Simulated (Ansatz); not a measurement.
`O=C([SiH3])CBr` + H₂ → `O=CCBr` + SiH₄ at 400 K and 1 bar (hydrogenolysis of a C–Si bond).

Computed with Ansatz on PBE0-D4/def2-TZVP structures; ΔE is electronic, products minus reactants. CBS: MP2 limit from def2 TZ/QZ plus the TZ coupled-cluster correction, frozen cores. This one scheme is used for every species. For Br outer-core shells are correlated without core-valence functions, which leaves a few kJ/mol of doubt a bond. Scalar relativity is left out up to krypton. One conformer a species, not always the lowest.

```
         species  CCSD(T)/CBS energy (Eh)  H − E (kJ/mol)  S (J/(mol·K))
`O=C([SiH3])CBr`              -3016.65492           195.4          395.6
              H₂                 -1.17544            38.0          139.0
        `O=CCBr`              -2726.38076           145.5          329.0
            SiH₄               -291.46306            96.9          218.6
```

H − E and S are ideal-gas, rigid-rotor, harmonic terms from PBE0-D4/def2-TZVP, for one conformer and one mirror image of each species. For small species the MP2-based limit differs from directly extrapolated CCSD(T) by up to some mEh (0.8 for H₂); such offsets cancel only in part. 1 Eh = 2625.50 kJ/mol, R = 8.31446 J/(mol·K).

By hand: ΔE, ΔH, ΔS and ΔG.

ΔE = (-2726.38076) + (-291.46306) − (-3016.65492) − (-1.17544) = -0.01346 Eh = -35.3 kJ/mol. Δ(H − E) = 145.5 + 96.9 − 195.4 − 38.0 = 9.0, so ΔH = -26.3 kJ/mol. ΔS = 329.0 + 218.6 − 395.6 − 139.0 = 13.0 J/(mol·K). ΔG = -26.3 − 400 × (13.0)/1000 = -31.5 kJ/mol.

By hand: the equilibrium constant, and the temperature at which ΔG would vanish if ΔH and ΔS stayed fixed.

log₁₀ K = −ΔG/(RT ln 10) = 4.1. ΔH and −TΔS have one sign here, so there is no such temperature.

The number of gas molecules stays the same, so ΔS is small and ΔH decides. A doubt of 5 kJ/mol in ΔE shifts log₁₀ K by 0.7 here. Other conformers and mirror images would add mixing entropy, several J/(mol·K) or more a flexible species. Modes under 60 cm⁻¹, often nearly free rotors, make the harmonic entropy too high. These are equilibria of isolated gas molecules and say nothing of rates. Largest T1 diagnostic: 0.012 (customary marks: 0.02 for closed shells, 0.045 for open ones).
